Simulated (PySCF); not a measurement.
Species: C4H11NSi.
Bonds: C1–N2, N2–C3, N2–Si4, Si4–C5, C5–C6, Si4–C6. Hydrogens: H7, H8, H9 on C1; H10, H11, H12 on C3; H13 on Si4; H14, H15 on C5; H16, H17 on C6.

The same species was optimised twice, with GFN2-xTB and with PBE0-D3(BJ)/def2-SVP (PySCF), and the same property calculations (PySCF, gas phase) were run on both structures.

```
      coordinate  GFN2-xTB  PBE0-D3(BJ)/def2-SVP  change
      Si4–C5 (Å)     1.877                 1.852  -0.025
      Si4–C6 (Å)     1.876                 1.852  -0.024
       C5–C6 (Å)     1.540                 1.549  +0.009
      N2–Si4 (Å)     1.717                 1.725  +0.008
       N2–C3 (Å)     1.443                 1.441  -0.002
       C1–N2 (Å)     1.443                 1.441  -0.002
   N2–Si4–C6 (°)     115.6                 118.4    +2.8
   N2–Si4–C5 (°)     116.0                 118.5    +2.5
    C1–N2–C3 (°)     112.2                 114.5    +2.3
   C3–N2–Si4 (°)     120.5                 122.2    +1.7
   C1–N2–Si4 (°)     120.6                 122.2    +1.6
   C5–Si4–C6 (°)      48.5                  49.4    +0.9
   Si4–C6–C5 (°)      65.8                  65.3    -0.5
   Si4–C5–C6 (°)      65.8                  65.3    -0.5
C1–N2–Si4–C5 (°)       132                   124      -8
```

Rotational constants: A = 5274, B = 1904, C = 1636 MHz (GFN2-xTB) against A = 5155, B = 1910, C = 1632 MHz (PBE0-D3(BJ)/def2-SVP). Point groups within 0.08 Å: Cs and Cs. Atoms that the bonding makes alike are paired by their places after alignment.

On the GFN2-xTB structure: lowest singlet, TDDFT (eV) 5.62 [B3LYP/def2-SVPD]; lowest triplet, Tamm–Dancoff (eV) 5.05 [B3LYP/def2-SVPD]; isotropic polarisability (au) 84.7 [B3LYP/def2-SVPD]; HOMO (eV) -6.25 [B3LYP/def2-SVPD]; LUMO (eV) 0.38 [B3LYP/def2-SVPD]; dipole (D) 1.07 [B3LYP/def2-SVPD]; HOMO (eV) -6.44 [PBE0/pcSseg-1]; LUMO (eV) 0.91 [PBE0/pcSseg-1]; dipole (D) 1.17 [PBE0/pcSseg-1]; GIAO shielding of C1/C3 (mean) (ppm) 142.5 [PBE0/pcSseg-1]; GIAO shielding of N2 (ppm) 246.3 [PBE0/pcSseg-1]; GIAO shielding of Si4 (ppm) 449.6 [PBE0/pcSseg-1]; GIAO shielding of C5/C6 (mean) (ppm) 186.6 [PBE0/pcSseg-1].

Q: What do these properties become on the PBE0-D3(BJ)/def2-SVP structure?

A: 
```json
{"property": "lowest singlet, TDDFT (eV)", "level": "B3LYP/def2-SVPD", "on GFN2-xTB": "5.62", "on PBE0-D3(BJ)/def2-SVP": "5.56", "change": "-0.06"}
{"property": "lowest triplet, Tamm–Dancoff (eV)", "level": "B3LYP/def2-SVPD", "on GFN2-xTB": "5.05", "on PBE0-D3(BJ)/def2-SVP": "5.20", "change": "+0.15"}
{"property": "isotropic polarisability (au)", "level": "B3LYP/def2-SVPD", "on GFN2-xTB": "84.7", "on PBE0-D3(BJ)/def2-SVP": "85.7", "change": "+1.0"}
{"property": "HOMO (eV)", "level": "B3LYP/def2-SVPD", "on GFN2-xTB": "-6.25", "on PBE0-D3(BJ)/def2-SVP": "-6.16", "change": "+0.09"}
{"property": "LUMO (eV)", "level": "B3LYP/def2-SVPD", "on GFN2-xTB": "0.38", "on PBE0-D3(BJ)/def2-SVP": "0.40", "change": "+0.02"}
{"property": "dipole (D)", "level": "B3LYP/def2-SVPD", "on GFN2-xTB": "1.07", "on PBE0-D3(BJ)/def2-SVP": "0.96", "change": "-0.11"}
{"property": "energy, GFN2-xTB geometry as zero (kcal/mol)", "level": "B3LYP/def2-SVPD", "on GFN2-xTB": "0.0", "on PBE0-D3(BJ)/def2-SVP": "-1.9", "change": "-1.9"}
{"property": "HOMO (eV)", "level": "PBE0/pcSseg-1", "on GFN2-xTB": "-6.44", "on PBE0-D3(BJ)/def2-SVP": "-6.34", "change": "+0.10"}
{"property": "LUMO (eV)", "level": "PBE0/pcSseg-1", "on GFN2-xTB": "0.91", "on PBE0-D3(BJ)/def2-SVP": "0.96", "change": "+0.05"}
{"property": "dipole (D)", "level": "PBE0/pcSseg-1", "on GFN2-xTB": "1.17", "on PBE0-D3(BJ)/def2-SVP": "1.08", "change": "-0.09"}
{"property": "energy, GFN2-xTB geometry as zero (kcal/mol)", "level": "PBE0/pcSseg-1", "on GFN2-xTB": "0.0", "on PBE0-D3(BJ)/def2-SVP": "-1.5", "change": "-1.5"}
{"property": "GIAO shielding of C1/C3 (mean) (ppm)", "level": "PBE0/pcSseg-1", "on GFN2-xTB": "142.5", "on PBE0-D3(BJ)/def2-SVP": "142.4", "change": "-0.1"}
{"property": "GIAO shielding of N2 (ppm)", "level": "PBE0/pcSseg-1", "on GFN2-xTB": "246.3", "on PBE0-D3(BJ)/def2-SVP": "250.0", "change": "+3.7"}
{"property": "GIAO shielding of Si4 (ppm)", "level": "PBE0/pcSseg-1", "on GFN2-xTB": "449.6", "on PBE0-D3(BJ)/def2-SVP": "440.0", "change": "-9.6"}
{"property": "GIAO shielding of C5/C6 (mean) (ppm)", "level": "PBE0/pcSseg-1", "on GFN2-xTB": "186.6", "on PBE0-D3(BJ)/def2-SVP": "185.9", "change": "-0.7"}
```

The heavy atoms differ by 0.052 Å rms after alignment (one structure mirrored). Among bonds between heavy atoms Si4–C5 and Si4–C6 change most and about equally (-0.025 to -0.024 Å). Changes are differences of the printed values. Neither structure is proved a minimum here.

Shape of the structure used: `[CH3:1][N:2]([CH3:3])[SiH:4]1[CH2:5][CH2:6]1`: C1–N2–Si4–C5 124°.
